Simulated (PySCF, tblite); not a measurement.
Isomers of C6H9F3Si, one GFN2-xTB conformer each. Single-point energies are computed at PBE0/pcSseg-1 (PySCF, gas phase, no added dispersion term), electronic only.

Task: Rank them by PBE0/pcSseg-1 energy, lowest first (kcal/mol).
A. `[CH:1]#[C:2][CH2:3][C@:4]([F:5])([SiH2:6][CH3:7])[CH:8]([F:9])[F:10]` with C2–C3–C4–F5 -64°, C3–C4–Si6–C7 155°, C3–C4–C8–F9 169°
B. `[CH3:1][C@@H:2]1[SiH2:3][CH2:4][C@@H:5]1[C:6]([F:7])=[C:8]([F:9])[F:10]` with C4–C5–C6–F7 -46°, C1–C2–Si3–C4 -136°, C2–Si3–C4–C5 14°, Si3–C4–C5–C6 100°, C1–C2–C5–C4 143°
C. `[CH:1]#[C:2][C@@H:3]([CH2:4][SiH3:5])[CH2:6][C:7]([F:8])([F:9])[F:10]` with C2–C3–C4–Si5 -64°, C2–C3–C6–C7 69°

Result: C (0.0), B (0.6), A (7.6).

Neighbours under 2.5 kcal/mol apart (C#C[C@@H](C[SiH3])CC(F)(F)F and C[C@@H]1[SiH2]C[C@@H]1C(F)=C(F)F) can change places with a better method, another conformer or zero-point energy. GFN2-xTB itself gives, in the same order: 3.7, 0.0, 14.4. GFN2-xTB puts C[C@@H]1[SiH2]C[C@@H]1C(F)=C(F)F lowest instead; measured from each level's own lowest isomer, the values differ by up to 6.8 kcal/mol (C#CC[C@](F)([SiH2]C)C(F)F: 14.4 against 7.6).

Task: Which frontier levels, dipoles and rotational constants go with these structures?

Result: 
```tsv
SMILES	HOMO (eV, PBE0/pcSseg-1)	LUMO (eV)	dipole (D)	A, B, C (MHz)
C#C[C@@H](C[SiH3])CC(F)(F)F	-8.02	0.54	2.35	2114, 565.0, 501.3
C[C@@H]1[SiH2]C[C@@H]1C(F)=C(F)F	-7.17	0.05	1.99	2060, 691.2, 673.0
C#CC[C@](F)([SiH2]C)C(F)F	-8.10	0.52	1.07	1685, 818.2, 710.0
```

Task: What happens when harmonic zero-point energies from GFN2-xTB frequencies are added?

Result: 
```tsv
SMILES	ZPE (kcal/mol)	electronic (kcal/mol)	with ZPE (kcal/mol)
C#C[C@@H](C[SiH3])CC(F)(F)F	80.9	0.0	0.0
C[C@@H]1[SiH2]C[C@@H]1C(F)=C(F)F	84.3	0.6	4.0
C#CC[C@](F)([SiH2]C)C(F)F	81.5	7.6	8.2
```

The zero-point energies span 3.4 kcal/mol. The order is unchanged.
